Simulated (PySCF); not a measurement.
Identify the unknown among the candidates.

All candidates are C5H7NO2.

| technique | computed result |
| --- | --- |
| Dipole | 1.79 D [PBE0/def2-SVPD] |
| NMR, other nuclei | isotropic shieldings of nuclei other than C and H, by class: -156 (1 N), -82 (1 O), 297 (1 O) ppm [GIAO PBE0/pcSseg-1] |
| Polarisability | 71.0 au [PBE0/def2-SVPD] |
| UV, first state | lowest singlet excitation: 5.89 eV (210 nm, f = 0.024) [TDDFT PBE0/def2-SVPD] |
| Triplet | lowest triplet excitation (Tamm–Dancoff): 4.18 eV [TDA PBE0/def2-SVPD] |
| UV, strongest line | among the 6 lowest singlet transitions: S3 at 6.47 eV (192 nm, f = 0.169) [TDDFT PBE0/def2-SVPD] |
| 13C NMR | chemical shifts (computed TMS as zero) by class: 179.0 (1 C), 154.4 (1 C), 111.9 (1 C), 67.9 (1 C), 59.9 (1 C) ppm [GIAO PBE0/pcSseg-1] |
| 1H NMR | chemical shifts (computed TMS as zero) by class: 8.33 (1 H), 6.50 (1 H), 4.75 (2 H), 3.42 (3 H) ppm [GIAO PBE0/pcSseg-1] |
| Rotational structure | rotational constants A, B, C: 4.942, 1.401, 1.263 GHz [GFN2-xTB] |

Electronic properties: PySCF, gas phase, density fitting. Levels stand in brackets. Geometry: GFN2-xTB, one conformer, isolated molecule. NMR classes are plain means over equivalent atoms (diastereotopic ones count apart unless rotation or inversion swaps them), as if these changed places fast.

Question: Which candidate is it?
A. `COCc1ccno1`
B. `C[C@@H]1OCO[C@H]1C#N`
C. `N=C1CC(C(=O)O)C1`

Answer: A. It is `COCc1ccno1`. Numbering: `[CH3:1][O:2][CH2:3][c:4]1[cH:5][cH:6][n:7][o:8]1`. Its formula, C5H7NO2, gives 3 degrees of unsaturation: 1 ring and 2 π bonds in the structure found (Kekulé form). 5 carbons fall into 5 classes; from least to most shielded: substituted aromatic carbon [C4] (179.0 ppm), aromatic CH next to a ring nitrogen [C6] (154.4 ppm), aromatic CH carbon [C5] (111.9 ppm), chain sp3 carbon bound to oxygen [C3] (67.9 ppm), methoxy carbon [C1] (59.9 ppm). Hydrogen classes from least to most shielded: 1 H on an aromatic CH next to a ring nitrogen, C6 (8.33 ppm), 1 H on an aromatic CH carbon, C5 (6.50 ppm), 2 H on an sp3 carbon bound to oxygen, C3 (4.75 ppm, a mean of values up to 0.6 ppm apart in this geometry), 3 H on a methoxy carbon, C1 (3.42 ppm). The other shieldings belong to: -156 ppm, pyridine-type nitrogen [N7]; -82 ppm, ring oxygen [O8]; 297 ppm, ether oxygen [O2]. The optimised geometry has point group C1 and is an asymmetric top.

The others, at the same levels:
- `C[C@@H]1OCO[C@H]1C#N` fails: its computed 13C shifts are 122.9 (1 C), 99.8 (1 C), 83.1 (1 C), 70.5 (1 C), 22.1 (1 C) ppm, 1H shifts are 5.55 (1 H), 5.16 (1 H), 4.34 (1 H), 4.03 (1 H), 1.44 (3 H) ppm and rotational constant A is 3.078 GHz (against 4.942 GHz).
- `N=C1CC(C(=O)O)C1` fails: its computed 13C shifts are 181.3 (1 C), 178.6 (1 C), 46.0 (1 C), 43.2 (1 C), 28.2 (1 C) ppm, 1H shifts are 10.69 (1 H), 6.15 (1 H), 3.76 (1 H), 3.00 (1 H), 2.98 (1 H), 2.98 (1 H), 2.83 (1 H) ppm and rotational constant A is 5.502 GHz (against 4.942 GHz).

Each candidate is one conformer, not necessarily the lowest. Dipoles, sizes and rotational constants follow the conformer. The torsions of the flexible species, by atom-mapped SMILES:
- `[CH3:1][O:2][CH2:3][c:4]1[cH:5][cH:6][n:7][o:8]1`: C1–O2–C3–C4 -71°, O2–C3–C4–C5 -82°
- `[NH:1]=[C:2]1[CH2:3][CH:4]([C:5](=[O:6])[OH:7])[CH2:8]1`: C3–C4–C5–O6 -77°, H–O7–C5–C4 -178°

The conformers of `C[C@@H]1OCO[C@H]1C#N` aren't listed.
